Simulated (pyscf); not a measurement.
Optimised with ωB97X-D3(BJ)/def2-SVP in PySCF.

Problem. What is the homolytic dissociation enthalpy (298 K, ωB97M-D3(BJ)/def2-TZVP) of the Ge–Si bond of F–SiH(SiH₃)–Ge(F)(F)–F, to F–SiH•–SiH₃ + F–Ge•(F)–F?

Solution. Ge–Si to F–SiH•–SiH₃ + F–Ge•(F)–F: 3.15 eV. The 7 functionals that were run give +2.90 (PBE) to +3.43 eV (ωB97X-D3(BJ)/def2-TZVP). F–SiH(SiH₃)–Ge(F)(F)–F lies 1.79 eV over its isomer F–GeH(SiH₃)–Si(F)(F)–F (electronic energy, ωB97M-D3(BJ)/def2-TZVP). Other isomers of F–SiH•–SiH₃ were not searched in full and may lie lower. Elements up to Kr have no core potential and no relativistic terms here.
